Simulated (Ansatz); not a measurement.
Geometry optimisation, RKS r2SCAN/def2-SVP in Ansatz.

The input (input.yaml):

```yaml
crystal:
  periodic: [false, false, false]
  atoms:
    - { symbol: C, position_ang: [0.3873, 1.64, -1.0954] }
    - { symbol: C, position_ang: [0.0951, 0.4742, -0.3184] }
    - { symbol: C, position_ang: [-0.1317, -0.5165, 0.3193] }
    - { symbol: Al, position_ang: [-0.3431, -2.1091, 1.3769] }
    - { symbol: H, position_ang: [1.034, 2.3474, -0.5754] }
    - { symbol: H, position_ang: [0.7892, 1.4219, -2.0833] }
    - { symbol: H, position_ang: [-0.5959, 2.2126, -1.2772] }
    - { symbol: H, position_ang: [-0.3463, -3.5354, 0.6691] }
    - { symbol: H, position_ang: [-0.8002, -1.9814, 2.9673] }
basis:
  gaussian: { orbitals: def2-SVP }
hamiltonian:
  xc: r2scan
relax:
  f_tol: 0.02
  max_steps: 50
output:
  orbitals: {}
```

Run as:

```bash
$ ansatz run input.yaml --threads 2 --pin off --max-ram 3072MiB --backend cpu --events-out ev --progress --plain --runs-dir out
```

Where does it end, and by what steps?

The run converged. After 7 steps the energy has fallen by 0.172 eV; Al4 moved furthest, 0.08 Å.

```
step  energy less start (eV)  largest force component (eV/Å)  accepted
   0                  0.0000                           2.986       yes
   1                 -0.1568                           0.641       yes
   2                 -0.1705                           0.195       yes
   3                 -0.1711                           0.062       yes
   4                 -0.1718                           0.041       yes
   5                 -0.1724                           0.021       yes
   6                 -0.1724                           0.027       yes
   7                 -0.1725                           0.003       yes
```

```xyz
9
Properties=species:S:1:pos:R:3
C 0.352 1.664 -1.100
C 0.108 0.468 -0.317
C -0.100 -0.544 0.350
Al -0.419 -2.110 1.380
H 1.031 2.353 -0.572
H 0.804 1.422 -2.076
H -0.589 2.206 -1.290
H -0.342 -3.532 0.683
H -0.756 -1.974 2.924
```

Run time: 20 s on 2 threads of AMD EPYC 7R13 Processor (Zen 3), with other jobs on the host, peak memory 0.16 GiB.
